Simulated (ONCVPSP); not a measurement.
# Mo ONCV: all-electron and pseudo phase curves

- Element: Mo
- Generator: ONCVPSP 4.0.1
- Type: optimised norm-conserving Vanderbilt (ONCV)
- Functional: LDA (Perdew-Wang 92)
- Relativity: scalar-relativistic
- Frozen core: [Ar] 3d10
- Valence charge: 14
- Reference configuration: 4s2 4p6 4d5 5s0.5 5p0.5
- Partial waves: 4s+5s: rc 2.05 bohr, ncon 5, nbas 8, qcut 7.5 1/bohr, 2 projectors; 4p+5p: rc 1.65 bohr, ncon 3, nbas 7, qcut 6.6 1/bohr, 2 projectors; 4d: rc 1.60 bohr, ncon 4, nbas 7, qcut 6.2 1/bohr, 2 projectors, debl 1.2 Ha
- Local potential: polynomial inside 1.45 bohr (lpopt 5, dvloc0 0 Ha)
- Core correction: none

The phase is arctan(r·R′/R) of the radial function R(r), unwrapped; energies in Ha, scanned from -4 to 5 Ha. A pole is an energy at which the radial function vanishes at the test radius. The pseudo phase is shifted by a multiple of π to meet the all-electron one at the reference energy, and phase errors are pseudo minus all-electron; the curves can meet again beyond the range given. Levels narrower than the energy grid can be missing from the lists of poles.

Q: For each channel, where are the poles, and over which energies does the pseudopotential scatter like the atom?

A:

```tsv
channel	radius (bohr)	reference energy (Ha)	poles, all-electron	poles, pseudo	unbroken range about the reference energy with phases within 0.05 rad	phase error 1 Ha above the reference energy (rad)
s	2.08	-0.18	-2.26, 3.34	-2.26, 3.31	the whole range	-0.000
p	1.68	-0.06	-0.56	-0.56	the whole range	-0.000
d	1.62	-0.17	1.66	1.66	the whole range	+0.000
```

Phases in the p channel:

```json
{"E (Ha)": "-3.98", "all-electron": "1.190", "pseudo": "1.189"}
{"E (Ha)": "-3.50", "all-electron": "1.110", "pseudo": "1.110"}
{"E (Ha)": "-3.02", "all-electron": "0.964", "pseudo": "0.964"}
{"E (Ha)": "-2.54", "all-electron": "0.609", "pseudo": "0.609"}
{"E (Ha)": "-2.06", "all-electron": "-0.345", "pseudo": "-0.345"}
{"E (Ha)": "-1.58", "all-electron": "-1.137", "pseudo": "-1.137"}
{"E (Ha)": "-1.10", "all-electron": "-1.422", "pseudo": "-1.422"}
{"E (Ha)": "-0.62", "all-electron": "-1.558", "pseudo": "-1.558"}
{"E (Ha)": "-0.14", "all-electron": "-1.648", "pseudo": "-1.648"}
{"E (Ha)": "0.34", "all-electron": "-1.724", "pseudo": "-1.724"}
{"E (Ha)": "0.82", "all-electron": "-1.803", "pseudo": "-1.803"}
{"E (Ha)": "1.30", "all-electron": "-1.902", "pseudo": "-1.903"}
{"E (Ha)": "1.78", "all-electron": "-2.053", "pseudo": "-2.055"}
{"E (Ha)": "2.26", "all-electron": "-2.335", "pseudo": "-2.341"}
{"E (Ha)": "2.74", "all-electron": "-2.925", "pseudo": "-2.945"}
{"E (Ha)": "3.22", "all-electron": "-3.692", "pseudo": "-3.718"}
{"E (Ha)": "3.70", "all-electron": "-4.124", "pseudo": "-4.143"}
{"E (Ha)": "4.18", "all-electron": "-4.329", "pseudo": "-4.344"}
{"E (Ha)": "4.66", "all-electron": "-4.442", "pseudo": "-4.456"}
```
